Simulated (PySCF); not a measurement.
Species: C3H6F3NSi3.
Cartesian coordinates in Å at the GFN2-xTB level; atoms count from 1:
```
atom  x, y, z in Å
N1     1.079    3.622   -0.654
C2     0.891    2.506   -0.468
Si3    0.469    0.714   -0.157
C4     2.279   -0.034   -0.240
F5     3.118    0.452    0.695
F6     2.227   -1.373   -0.034
F7     2.890    0.133   -1.429
Si8   -1.108   -0.546   -1.377
C9    -1.867   -0.994    0.347
Si10  -0.781   -0.092    1.673
H11   -2.042    0.217   -2.207
H12   -0.668   -1.722   -2.131
H13   -1.879   -2.071    0.508
H14   -2.911   -0.692    0.414
H15   -1.546    0.904    2.425
H16   -0.158   -1.016    2.623
```

Computed at PBE0/pcSseg-1 (PySCF, non-relativistic), with Q(14N) = 0.02044 b: N1, 14N (I = 1): χzz = -5.540 MHz, η = 0.008.

Q: Find the zero-field quadrupole resonance frequencies of 14N at N1.

A: From ν± = (3/4)|χ|(1 ± η/3) and ν0 = |χ|η/2: ν+ 4.167 MHz, ν− 4.144 MHz, ν0 0.023 MHz (cyano nitrogen).

In a crystal, neighbours and librations shift these lines. Isolated species at its GFN2-xTB geometry, gas phase. GFN2-xTB bond lengths can be off by several hundredths of an ångström, more for odd bonds, and the gradients follow them. With a basis this small, the couplings can be 20 % off.
